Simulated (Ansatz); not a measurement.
Cartesian coordinates in Å:
```
C -1.143 0.035 1.096
O -0.506 0.145 -0.159
Si 1.016 -0.402 -0.457
S 1.744 0.392 -2.291
H -2.004 0.704 1.096
H -1.493 -0.987 1.272
H -0.475 0.325 1.915
H 1.952 0.112 0.593
H 0.909 -0.324 -3.064
```

The species carries charge 0 and has multiplicity 2.

(1) List the PBE0/def2-TZVPP orbital energies in eV (Ansatz). (Best estimate.)

Results:

(1) Computed: α occupied: -2422.45, -1803.63, -523.07, -279.68, -217.80, -161.63, -161.57, -161.45, -145.81, -100.54, -100.45, -100.43, -28.80, -20.68, -19.49, -15.12, -13.16, -12.95, -12.73, -11.12, -9.83, -9.48, -8.94, -7.83, -5.83. α empty: 0.43, 0.53, 0.75, 1.90, 2.10, 3.14, 3.22, 3.46. β occupied: -2422.43, -1803.54, -522.98, -279.68, -217.79, -161.61, -161.53, -161.43, -145.69, -100.38, -100.37, -100.27, -28.62, -20.56, -19.44, -14.87, -13.02, -12.89, -12.53, -10.85, -9.59, -9.14, -8.75, -7.68. β empty: -2.26, 0.58, 0.86, 1.11, 2.20, 2.33, 3.21, 3.28. ⟨S²⟩ = 0.753.
